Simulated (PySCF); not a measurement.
Sb(Cl)2(TeH) (Cl2HSbTe), SMILES [Cl][Sb]([TeH])[Cl].

The structure is a stationary point at B3LYP-D3(BJ)/def2-SVP. The structure was generated by enumeration; whether it is a known compound was not checked. The def2 effective core potentials stand for the cores of Sb, Te; spin–orbit coupling is left out.

Method: B3LYP-D3(BJ)/def2-SVP (PySCF).

Frequencies are harmonic and unscaled.

```csv
mode,ν (cm⁻¹),IR (km/mol),Raman (Å⁴/amu),depolarisation,moving atoms (share of kinetic energy)
1,73,0.7,3.9,0.73,"Cl 68 %, Te 17 %"
2,82,1.4,8.3,0.70,"Cl 70 %, Te 14 %, Sb 8 %"
3,109,2.2,9.5,0.63,"Cl 54 %, Sb 20 %, H 15 %, Te 11 %"
4,156,0.5,5.1,0.75,"H 68 %, Cl 25 %"
5,190,14.0,12.2,0.25,"Sb 55 %, Te 40 %"
6,346,61.0,11.8,0.44,"Cl 76 %, Sb 24 %"
7,356,39.5,15.3,0.12,"Cl 79 %, Sb 21 %"
8,528,2.6,16.4,0.63,H 97 %
9,2087,46.0,203.1,0.33,H 99 %
```
